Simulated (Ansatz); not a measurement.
CH3BBrClSi, SMILES `ClB1[SiH2]C1Br`, 8 atoms. The species carries charge 0 and has multiplicity 1. Correlated methods include outer-core shells of Br, which these sets cover unevenly. Scalar relativity is left out up to krypton. All runs use 4 threads of a server CPU on a shared host. Correlated methods freeze the cores.

Problem. Give the basis size and wall time and peak host memory of each of these runs in Ansatz. RKS PBE0-D4/def2-SVP energy; RKS PBE0-D4/def2-TZVPP energy; RHF-CCSD(T)/def2-TZVPP energy; RKS LC-ωPBE/def2-TZVPP energy; RKS PBE-QIDH (frozen core)/def2-TZVPP energy; RKS PBE0-D4/def2-QZVPP energy; RKS PBE0-D4/def2-TZVP relaxation (7 steps); RKS PBE0-D4/def2-TZVP frequencies; direct RPA on PBE orbitals/def2-TZVPP energy; RHF-MP2/def2-QZVPP energy; RKS B3LYP-D4/def2-TZVPP energy and forces; RKS ωB97M-V/def2-QZVPP energy. (Best estimate.)

Solution. Ansatz gave: Other jobs shared the machine, so times are rough.

```csv
level,job,functions,wall time,peak host memory (GiB)
RKS PBE0-D4/def2-SVP,energy,111,2.8 s,0.44
RKS PBE0-D4/def2-TZVPP,energy,236,9.1 s,0.82
RKS LC-ωPBE/def2-TZVPP,energy,236,11 s,0.5
direct RPA on PBE orbitals/def2-TZVPP,energy,236,12 s,0.55
RKS B3LYP-D4/def2-TZVPP,energy and forces,236,15 s,0.81
RKS PBE-QIDH (frozen core)/def2-TZVPP,energy,236,20 s,0.66
RKS PBE0-D4/def2-QZVPP,energy,433,23 s,1.9
RKS ωB97M-V/def2-QZVPP,energy,433,50 s,2.2
RHF-MP2/def2-QZVPP,energy,433,56 s,2.5
RKS PBE0-D4/def2-TZVP,relaxation (7 steps),202,96 s,0.66
RHF-CCSD(T)/def2-TZVPP,energy,236,3.8 min,4.2
RKS PBE0-D4/def2-TZVP,frequencies,202,6 min,0.66
```

B3LYP here is the variant with VWN-RPA as its local correlation; programs differ in this. LC-ωPBE has ω = 0.4 bohr⁻¹.
